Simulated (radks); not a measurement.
Values are calculated unless marked as measured or tabulated.
Ionisation of the bismuth ion Bi8+, [Xe] 4f14 5d7, to [Xe] 4f14 5d6 as the strength of local exchange is varied. Level of theory: scalar-relativistic Kohn-Sham, Slater X-alpha exchange (alpha = 2/3 is LDA exchange), no correlation, spin-unpolarised, spherical densities, point nucleus (a radial shooting solver on a logarithmic mesh with Libxc functionals).

| alpha | E(Bi8+) (hartree) | exchange (hartree) | IE (eV) | -e of the level emptied (eV) | <r> of it (bohr) |
|---|---|---|---|---|---|
| 0.555 | -21431.2426 | -307.6391 | 139.67 | 130.07 (5d) | 1.129 |
| 0.667 | -21493.8084 | -370.7773 | 143.56 | 133.88 (5d) | 1.116 |
| 0.671 | -21496.0462 | -373.0388 | 143.70 | 134.02 (5d) | 1.115 |
| 0.787 | -21561.0416 | -438.8187 | 147.80 | 138.05 (5d) | 1.102 |
| 0.883 | -21614.9758 | -493.5445 | 151.25 | 141.43 (5d) | 1.091 |
| 0.888 | -21617.7885 | -496.4019 | 151.43 | 141.60 (5d) | 1.091 |
| 0.904 | -21626.7914 | -505.5505 | 152.01 | 142.17 (5d) | 1.089 |

NIST Atomic Spectra Database: 143 +/- 2.2 eV (theoretical). The Delta-SCF value meets it near alpha = 0.65. Spin polarisation and multiplet splitting are left out, so open shells lie too high by an amount that depends on their filling. Spin-orbit splitting is averaged out at the scalar-relativistic level.

Beside tabulated values, note that spin-unpolarised runs miss the spin-polarisation part of the exchange energy of open shells, and scalar-relativistic runs lack spin-orbit coupling.
